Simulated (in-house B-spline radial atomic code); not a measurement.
Au⁺. Computed with a B-spline radial atomic code. Model: non-relativistic spherical atom: semilocal Troullier-Martins pseudo-atom, one channel per l, against all electrons, high spin, G0W0 and RPA with empty states to l = 8, local potential for every l without a channel, a model core (radius 0 = none) keeps its share of the functional.

The core holds an angular momentum without a channel of its own, so the local potential lets valence electrons into it.

Without relativity these are model numbers for so heavy an element.

What the tables leave out is listed at the end.

The pseudopotential gives back the lowest level of each angular momentum of its own functional in the configuration it was made in; a second state of the same l is only approximately right. Exact exchange, RPA and GW see the smooth pseudo-orbitals and miss the exchange with the core, for which the functional's share stands in. The column with an uncorrelated core keeps all orbitals and exact exchange, and so separates missing core correlation from pseudisation. Only the three outermost levels and the lowest empty one were computed. RPA here is direct RPA, with no exchange kernel, and its energies carry an (l + 1/2)⁻⁴ tail. A hybrid on a potential with a model core restores only its own semilocal share of the core's exchange.

Command:
```bash
python run_psgw.py task.json out
```
Settings (lengths in bohr, energies in hartree):
```
Z                      79
electrons              78
configuration          [Xe] 4f14 5d10
generated_in           [Xe] 4f14 5d10
functional             lda,vwn
core_shells            10
radius_factor          1.3
core_correction        False
```

Cost of the run: 19 s on 1 thread of Intel(R) Xeon(R) 6975P-C (Granite Rapids), with other jobs on the host.

Given: made with LDA VWN5; model core radius 0 bohr; local radius 1.271 bohr; mean-field start PBE0.

Valence shells of the generating configuration: 5s, 5p, 5d.

Channel: s 1.217, p 1.294, d 1.579 (radii in bohr).

Computed: largest level miss in the spin-unpolarised generating configuration 0 eV; valence RPA correlation energy pseudo -1.113 hartree; all-electron RPA polarisability, core included 9.6023 bohr³; pseudo-atom RPA polarisability 9.5956 bohr³.

| level | occupied | mean-field all-electron (eV) | mean-field pseudo minus all (eV) | G0W0 all-electron (eV) | G0W0 uncorrelated core minus all (eV) | G0W0 pseudo minus all (eV) | exchange self-energy all-electron (eV) | exchange self-energy pseudo (eV) |
| --- | --- | --- | --- | --- | --- | --- | --- | --- |
| 5d | 1 | -17.552 | -0.022 | -21.845 | 0.128 | -0.008 | -33.275 | -28.404 |
| 6s (empty) | 0 | -9.385 | -0.16 | -7.3103 | 0.064 | -0.134 | -3.3995 | -2.6116 |

Question: What is the valence RPA correlation energy all-electron orbitals?

Answer: -0.99289 hartree.

Given: mean-field start Hartree-Fock.

Computed: valence RPA correlation energy all-electron orbitals -0.87272 hartree; valence RPA correlation energy pseudo -0.97505 hartree; all-electron RPA polarisability, core included 7.1915 bohr³.

| level | occupied | mean-field all-electron (eV) | mean-field pseudo minus all (eV) | G0W0 all-electron (eV) | G0W0 uncorrelated core minus all (eV) | G0W0 pseudo minus all (eV) | exchange self-energy all-electron (eV) | exchange self-energy pseudo (eV) |
| --- | --- | --- | --- | --- | --- | --- | --- | --- |
| 5d | 1 | -21.788 | 0.022 | -21.983 | 0.137 | 0.031 | -33.501 | -28.706 |
| 6s (empty) | 0 | -5.8333 | -0.1 | -6.854 | 0.04 | -0.126 | -2.1129 | -1.6825 |

Question: What is the pseudo-atom RPA polarisability?

Answer: 7.2167 bohr³.

Among the listed levels the largest G0W0 shift of the pseudo-atom is -0.13 eV, for 6s (empty) on the PBE0 start, while leaving the core uncorrelated moves that level by +0.06 eV. The rest, -0.20 eV, comes from pseudisation and the lost core exchange. Not in the tables (levels of low weight, unsolved or above zero; the highest and the empty levels are kept at any weight): on LDA, a start not tabulated, the G0W0 levels 5d (pseudo minus all +0.05 eV, weights 0.32 and 0.49), 5p (pseudo minus all -7.71 eV, weights 0.02 and 0.07), 5s (pseudo minus all +1.58 eV, weights 0.03 and 0.04), 6s (pseudo minus all -0.20 eV, weights 0.94 and 0.94); on PBE0 the G0W0 levels 5p (pseudo minus all +0.31 eV, weights 0.11 and 0.10), 5s (pseudo minus all +0.33 eV, weights 0.02 and 0.06); on Hartree-Fock the G0W0 levels 5p (pseudo minus all -25.87 eV, weights 0.01 and 0.33), 5s (pseudo minus all -1.38 eV, weights 0.38 and -0.02).
